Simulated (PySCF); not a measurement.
Ga(H)(F)(OH) (FGaH2O), SMILES [OH][GaH][F].

Geometry: B3LYP-D3(BJ)/def2-TZVP. Other conformers were not sampled.

Level of theory: HF/def2-TZVPD (PySCF).

Gas-phase values at a fixed geometry.

Question: Estimate the frontier levels, gap, dipole moment and polarisability. (The exact figures need the calculation; the answer reports its results.)

Answer: 
```json
{
 "highest_occupied_level": "-13.64 eV",
 "lowest_empty_level": "1.21 eV",
 "orbital_gap": "14.86 eV",
 "dipole_moment": "1.02 D",
 "quadrupole, principal values (traceless, Buckingham form, about the centre of nuclear charge)": "-11.89, 5.41, 6.48 D·Å",
 "mean_static_polarisability": "27.3 bohr³ (4.05 Å³)",
 "polarisability_principal_values": "23.5, 27.7, 30.8 bohr³"
}
```
